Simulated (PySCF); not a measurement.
# S⁺ (sulfur, charge +1) across methods

[Ne] 3s2 3p3, high-spin 4S determinant. Computed with PySCF 2.14 in x2c-TZVPPall with one added diffuse shell each of s, p, d type (6s6p4d1f, 51 functions), with the spin-free X2C one-electron Hamiltonian (Gaussian nucleus).

```
method  E (hartree)  mean ε 3s α (eV)  mean ε 3s β (eV)  mean ε 3p α (eV)  Σ⟨r²⟩ (bohr²)   ⟨S²⟩
   PBE    -398.6497           -28.825           -25.397           -17.918          20.63  3.750
  PBE0    -398.6828           -31.459           -26.741           -19.483          20.59  3.750
   UHF   -398.24603           -38.570           -29.188           -23.446          20.75  3.751
 B3LYP    -398.8370           -30.770           -26.760           -19.001          20.62  3.750
  PW91    -398.8087           -28.869           -25.461           -17.964          20.62  3.750
M06-2X    -398.8120           -33.045           -28.222           -20.559          20.62  3.752
r2SCAN    -398.7919           -29.982           -25.361           -18.459          20.55  3.750
 TPSSh    -398.8363           -30.323           -25.861           -18.716          20.55  3.751
```

Estimate the same row for LDA.

E (hartree) = -397.4162; mean ε 3s α (eV) = -28.707; mean ε 3s β (eV) = -25.639; mean ε 3p α (eV) = -17.878; Σ⟨r²⟩ (bohr²) = 20.68; ⟨S²⟩ = 3.750.
